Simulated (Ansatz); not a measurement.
Molecule: CrF, charge 0, multiplicity 6. The spin state was set by rule; other spins were not relaxed. 
Geometry from a B3LYP-D3(BJ)/def2-TZVP (Ansatz, an electronic-structure program) optimisation:
```xyz
2

Cr     0.0000     0.0000    -0.4892
F      0.0000     0.0000     1.3045
```
Charge 0, spin multiplicity 6.

Total electronic energies in hartree. Correlated levels leave the core frozen unless marked. UHF or UKS for open shells. No spin-orbit coupling. Frozen are the shells of the preceding noble gas and the d and f shells that filled before the atom's block. Non-relativistic. FCI takes restricted orbitals. Basis-set limits of correlation are two-point, X^-3; Hartree-Fock from the larger set.

The T1 diagnostic of CCSD in the largest basis is 0.073, which is high, so the coupled-cluster rows are less sure than usual.

```tsv
level	program	energy (Eh)
HF/6-31G*	Ansatz	-1142.71253
HF/def2-SVPD	Ansatz	-1142.60923
BLYP-D3(BJ)/def2-TZVPD	Ansatz + dftd3	-1144.41797
wB97X-V/def2-TZVPD	Ansatz	-1144.19507
B2GP-PLYP-D3(BJ)/def2-TZVPD	Ansatz + dftd3	-1143.93484
B2PLYP-D4/def2-TZVPD	Ansatz + dftd4	-1144.05064
PBE-QIDH/def2-TZVPD	Ansatz	-1143.81811
MP2/def2-SVP	Ansatz	-1142.83348
MP2/def2-TZVPP	Ansatz	-1143.21063
MP2/def2-QZVPPD	Ansatz	-1143.27227
SCS-MP2/6-31G	Ansatz	-1142.84111
SCS-MP2/def2-TZVPP	Ansatz	-1143.16453
CCSD/6-31G*	Ansatz	-1142.95520
FCI/STO-3G	Ansatz	-1130.42685
CCSD(T)/CBS(def2-TZVPPD,def2-QZVPPD)	Ansatz	-1143.3182
```

Totals of different functionals don't rank their quality; only differences between species are comparable.
